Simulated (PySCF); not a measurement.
# Deuteron quadrupole couplings in `O=COCOC(F)F`

C3H4F2O3.
Atom-mapped SMILES: `[O:1]=[CH:2][O:3][CH2:4][O:5][CH:6]([F:7])[F:8]` (hydrogens: H9 on C2; H10, H11 on C4; H12 on C6)

Geometry (GFN2-xTB, Å), atoms numbered from 1 in this order:
```
atom  x, y, z in Å
O1    -2.645    0.043   -0.900
C2    -2.178    0.361    0.145
O3    -0.986   -0.010    0.631
C4    -0.159   -0.806   -0.200
O5     0.835   -0.032   -0.811
C6     1.775    0.471    0.036
F7     2.547    1.311   -0.653
F8     2.587   -0.516    0.496
H9    -2.667    0.999    0.897
H10   -0.748   -1.230   -1.020
H11    0.276   -1.588    0.435
H12    1.364    0.995    0.918
```

Level: B3LYP/pcJ-1 (PySCF, non-relativistic); Q(2H) = 0.00286 b; rigid geometry, the same for H and D, with no vibrational averaging.

Problem. Tabulate Vzz, the asymmetry η and χzz = 234.96 MHz × Q × Vzz for every hydrogen position.

Solution. 
```tsv
atom	bonded to	bond length (Å)	Vzz (au)	η	χzz (kHz)
H9	C2	1.101	0.2695	0.04	181
H10	C4	1.095	0.2605	0.08	175
H11	C4	1.097	0.2652	0.05	178
H12	C6	1.106	0.2443	0.02	164
```

Problem. Give the 2H NMR doublet splittings at H10 for a magnetic field along the z, y and x axes of the gradient: 3χ/2, 3χ(1 + η)/4, 3χ(1 − η)/4.

Solution. With |χ| = 175.0 kHz and η = 0.076: 263, 141 and 121 kHz, to first order and without motion.

One conformer (not necessarily the lowest) at the GFN2-xTB geometry, without solvent, vibrations or thermal averaging. GFN2-xTB bond lengths can be off by several hundredths of an ångström, more for odd bonds, and the gradients follow them. A larger basis could move these couplings by a tenth or more.

The run behind these numbers computed spin–spin couplings as well. Hardware: an AMD EPYC 9R45 with one thread, no GPU, shared host with 96 logical CPUs at a one-minute load of 64. Cost: 32 s, 1.0 GiB resident at most.
